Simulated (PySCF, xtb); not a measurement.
F2H2SSi, SMILES F[SiH](S)F. The values are those of a single conformer.

Harmonic wavenumbers (cm⁻¹) from GFN2-xTB in xtb at its own minimum, in rising order: 98, 174, 200, 259, 529, 617, 651, 728, 848, 907, 2446, 2497.

Q: What does PBE0-D3(BJ)/def2-SVP in PySCF give at its own minimum? (An estimate is asked for; the answer gives what the named calculation found.)

A: 113, 202, 269, 342, 535, 729, 821, 843, 892, 988, 2324, 2709. Paired by order, the mean absolute difference is 88 cm⁻¹ and the zero-point energies are 14.2 and 15.4 kcal/mol.
